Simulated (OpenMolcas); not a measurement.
## Tc4+: input and output

Tc4+ among 6 point charges of -1.7 e arranged as a trigonal prism (D3h), 1.87 Å from the ion, with a polar angle of 52.0° against the regular 49.1°.

Input:

```
&GATEWAY
Coord
1

Tc 0.0 0.0 0.0
Basis=ANO-RCC-VDZP
Group=NoSym
NoMove
AngMom=0.0 0.0 0.0
AMFI
XField
6 Angstrom 0
1.474504 0.000000 1.150104 -1.700000
-0.737252 1.276958 1.150104 -1.700000
-0.737252 -1.276958 1.150104 -1.700000
1.474504 0.000000 -1.150104 -1.700000
-0.737252 1.276958 -1.150104 -1.700000
-0.737252 -1.276958 -1.150104 -1.700000
&SEWARD
* reference wave functions (RASSCF and RASSI steps not shown): 3 electrons in 5 orbitals (4d)
>>> COPY JOB001 $Project.JobIph
&CASPT2
Multistate=10 1 2 3 4 5 6 7 8 9 10
NoMult
Frozen=14
IPEA=0.25
Imaginary=0.1
MaxIter=60
WThr=0.0 0.3 0.05
PrWF=0.5
NoMix
>>> COPY JOB002 $Project.JobIph
&CASPT2
Multistate=40 1 2 3 4 5 6 7 8 9 10 11 12 13 14 15 16 17 18 19 20 21 22
23 24 25 26 27 28 29 30 31 32 33 34 35 36 37 38 39 40
NoMult
Frozen=14
IPEA=0.25
Imaginary=0.1
MaxIter=60
WThr=0.0 0.3 0.05
PrWF=0.5
NoMix
```

Output, cut to the results:

```
--- CASPT2 ---
Orbital specifications:
      -----------------------

      Symmetry species                           1
                                                 a
      Frozen orbitals                           14
      Inactive orbitals                          4
      Active orbitals                            5
      Secondary orbitals                        20
      Deleted orbitals                           0
      Number of basis functions                 43
Type of calculation                        SS-CASPT2
      Fock operator                              state-specific
      IPEA shift                                 0.25
      Real shift                                 0.00
      Imaginary shift                            0.10
      The input orbitals will be transformed to quasi-canonical
Reference energy:       -4290.7513272990
      E2 (Non-variational):      -0.1908029473
      Shift correction:          -0.0001004610
      E2 (Variational):          -0.1909034082
      Total energy:           -4290.9422307073
      Residual norm:              0.0000002844
      Reference weight:           0.95985
      Contributions to the CASPT2 correlation energy
      Active & Virtual Only:         -0.0138045693
      One Inactive Excited:          -0.0868790683
      Two Inactive Excited:          -0.0901193097
Reference energy:       -4290.7250543896
      E2 (Non-variational):      -0.1912994171
      Shift correction:          -0.0001017984
      E2 (Variational):          -0.1914012155
      Total energy:           -4290.9164556051
      Residual norm:              0.0000003081
      Reference weight:           0.95941
      Contributions to the CASPT2 correlation energy
      Active & Virtual Only:         -0.0136616764
      One Inactive Excited:          -0.0876724013
      Two Inactive Excited:          -0.0899653395
::    CASPT2 Root  1     Total energy:  -4290.94223071
::    CASPT2 Root  2     Total energy:  -4290.91645561
::    CASPT2 Root  3     Total energy:  -4290.91645742
::    CASPT2 Root  4     Total energy:  -4290.91473430
::    CASPT2 Root  5     Total energy:  -4290.91459691
::    CASPT2 Root  6     Total energy:  -4290.88017968
::    CASPT2 Root  7     Total energy:  -4290.88098826
::    CASPT2 Root  8     Total energy:  -4290.86499027
::    CASPT2 Root  9     Total energy:  -4290.86499177
::    CASPT2 Root 10     Total energy:  -4290.83185658
--- CASPT2 ---
Orbital specifications:
      -----------------------

      Symmetry species                           1
                                                 a
      Frozen orbitals                           14
      Inactive orbitals                          4
      Active orbitals                            5
      Secondary orbitals                        20
      Deleted orbitals                           0
      Number of basis functions                 43
Type of calculation                        SS-CASPT2
      Fock operator                              state-specific
      IPEA shift                                 0.25
      Real shift                                 0.00
      Imaginary shift                            0.10
      The input orbitals will be transformed to quasi-canonical
Reference energy:       -4290.6814444157
      E2 (Non-variational):      -0.1966290811
      Shift correction:          -0.0001238369
      E2 (Variational):          -0.1967529180
      Total energy:           -4290.8781973337
      Residual norm:              0.0000002912
      Reference weight:           0.95731
      Contributions to the CASPT2 correlation energy
      Active & Virtual Only:         -0.0147159102
      One Inactive Excited:          -0.0924800935
      Two Inactive Excited:          -0.0894330774
Reference energy:       -4290.6814444153
      E2 (Non-variational):      -0.1967573978
      Shift correction:          -0.0001257520
      E2 (Variational):          -0.1968831498
      Total energy:           -4290.8783275651
      Residual norm:              0.0000003078
      Reference weight:           0.95715
      Contributions to the CASPT2 correlation energy
      Active & Virtual Only:         -0.0148977909
      One Inactive Excited:          -0.0924986640
      Two Inactive Excited:          -0.0893609430
::    CASPT2 Root  1     Total energy:  -4290.87819733
::    CASPT2 Root  2     Total energy:  -4290.87832757
::    CASPT2 Root  3     Total energy:  -4290.87353492
::    CASPT2 Root  4     Total energy:  -4290.87354710
::    CASPT2 Root  5     Total energy:  -4290.87034393
::    CASPT2 Root  6     Total energy:  -4290.85792031
::    CASPT2 Root  7     Total energy:  -4290.85747566
::    CASPT2 Root  8     Total energy:  -4290.85923729
::    CASPT2 Root  9     Total energy:  -4290.85221299
::    CASPT2 Root 10     Total energy:  -4290.85221481
::    CASPT2 Root 11     Total energy:  -4290.83774952
::    CASPT2 Root 12     Total energy:  -4290.83774295
::    CASPT2 Root 13     Total energy:  -4290.84184415
::    CASPT2 Root 14     Total energy:  -4290.84190093
::    CASPT2 Root 15     Total energy:  -4290.83366833
::    CASPT2 Root 16     Total energy:  -4290.83340688
::    CASPT2 Root 17     Total energy:  -4290.83437337
::    CASPT2 Root 18     Total energy:  -4290.83437896
::    CASPT2 Root 19     Total energy:  -4290.82494821
::    CASPT2 Root 20     Total energy:  -4290.82486304
::    CASPT2 Root 21     Total energy:  -4290.80956898
::    CASPT2 Root 22     Total energy:  -4290.80958751
::    CASPT2 Root 23     Total energy:  -4290.81135366
::    CASPT2 Root 24     Total energy:  -4290.80707886
::    CASPT2 Root 25     Total energy:  -4290.80707837
::    CASPT2 Root 26     Total energy:  -4290.80806753
::    CASPT2 Root 27     Total energy:  -4290.80800558
::    CASPT2 Root 28     Total energy:  -4290.79956510
::    CASPT2 Root 29     Total energy:  -4290.78669808
::    CASPT2 Root 30     Total energy:  -4290.78583390
```

Spin-orbit levels above the lowest (labels of D3, the rotations of D3h), with the averaged single-state CASPT2 energies on the diagonal:

| E (cm-1) | Degeneracy | Label | 2S+1 | g |
| --- | --- | --- | --- | --- |
| 0 | 2 | E1/2 | 4 | 1.98 2.61 2.61 |
| 390 | 2 | E3/2 | 4 | 0.00 0.00 5.94 |
| 4800 | 2 | E3/2 | 4 | 0.00 0.00 0.05 |
| 5790 | 2 | E1/2 | 4 | 2.75 2.89 2.89 |
| 5930 | 2 | E1/2 | 4 | 0.09 0.09 4.25 |
| 6190 | 2 | E1/2 | 4 | 1.22 4.22 4.22 |
| 6310 | 2 | E3/2 | 4 | 0.00 0.00 3.92 |
| 6570 | 2 | E1/2 | 4 | 0.02 0.02 7.64 |
| 7050 | 2 | E1/2 | 4 | 0.11 0.11 7.95 |
| 8000 | 2 | E3/2 | 4 | 0.00 0.00 11.88 |
| 13080 | 2 | E1/2 | 4 | 0.01 0.01 1.96 |
| 13760 | 2 | E3/2 | 4 (86 %) | 0.00 0.00 1.97 |
| 14180 | 2 | E1/2 | 2 (81 %) | 0.26 0.26 6.84 |
| 14410 | 2 | E1/2 | 4 | 0.28 0.28 5.87 |
| 14700 | 2 | E3/2 | 2 | 0.00 0.00 9.12 |
| 15010 | 2 | E1/2 | 4 (73 %) | 0.16 0.16 8.90 |
| 15060 | 2 | E3/2 | 2 (85 %) | 0.00 0.00 1.27 |
| 15410 | 2 | E1/2 | 2 (69 %) | 0.71 0.71 2.40 |
| 16260 | 2 | E1/2 | 2 | 0.16 0.16 5.81 |
| 16800 | 2 | E1/2 | 4 (62 %) | 1.03 1.33 1.33 |

Roots that are degenerate in the reference are averaged as groups; the widest CASPT2 spread within a group is 180 cm-1 (the 2-fold group of multiplicity 4 near 13500 cm-1 above the lowest state of its run). Shifts and gaps below about the spread of the groups concerned are not significant. Free-ion shares, where given, are those of the reference states; single-state CASPT2 does not remix them. Point charges carry no covalency, so the field is a model and not that of real ligands. No measured value stands beside these numbers.
